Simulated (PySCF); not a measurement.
Gas-phase reaction: 6 BCl2 + 2 O3 = 2 B3O3Cl3 + 3 Cl2

Energies from PySCF (xtb for GFN2), thermal terms from the rigid-rotor harmonic-oscillator model, ideal gas at 1 bar. 'Table' is the NASA 1993 thermochemical table (part measured, part estimated). After a fit of one offset per element over all species, the range-separated, M06-2X, PBE0/def2-QZVP and CCSD(T)/def2-TZVPP enthalpies, where run, lie to one side of the table for BCl2 (+48 kJ/mol), O3 (+19 kJ/mol), B3O3Cl3 (-33 kJ/mol): a fault of the table's entry, another state or a shared error of the levels is possible; this was not checked at source. † marks an energy on the PBE0/def2-TZVP geometry and frequencies; other levels use their own. MP2 and CCSD(T) freeze the core. Open shells (unrestricted): BCl2 (multiplicity 2); the rest are closed-shell singlets. GFN2 has no spin-polarisation term. For this reaction the table lies outside the span of B3LYP, M06-2X, MP2, r2SCAN, ωB97M-V, ωB97X-V in their largest bases here; which side is off was not settled. MP2 isn't extrapolated to the basis-set limit. CCSD(T) isn't extrapolated to the basis-set limit. Strong static correlation: O3. The table's entry may be an old estimate for BCl2, B3O3Cl3 (not checked at source). Warning, large T1 diagnostic: O3 (CCSD(T)/def2-SVP†).

| level | ΔH°(298 K), kJ |
|---|---|
| table | -3070.0 |
| BLYP/def2-TZVP† | ___ |
| CCSD(T)/def2-SVP† | ___ |
| GFN2-xTB | -3543.7 |
| M06-2X/def2-TZVP† | -3541.5 |
| MP2/def2-TZVPP† | ___ |
| PBE/def2-SVP | -3132.7 |
| r2SCAN/def2-TZVP† | -3202.3 |
| LDA/def2-TZVP† | ___ |

### Question
Complete the blanks.

### Answer

- BLYP/def2-TZVP†, ΔH°(298 K), kJ: -3099.4
- CCSD(T)/def2-SVP†, ΔH°(298 K), kJ: -3315.5
- MP2/def2-TZVPP†, ΔH°(298 K), kJ: -3344.7
- LDA/def2-TZVP†, ΔH°(298 K), kJ: -3420.5
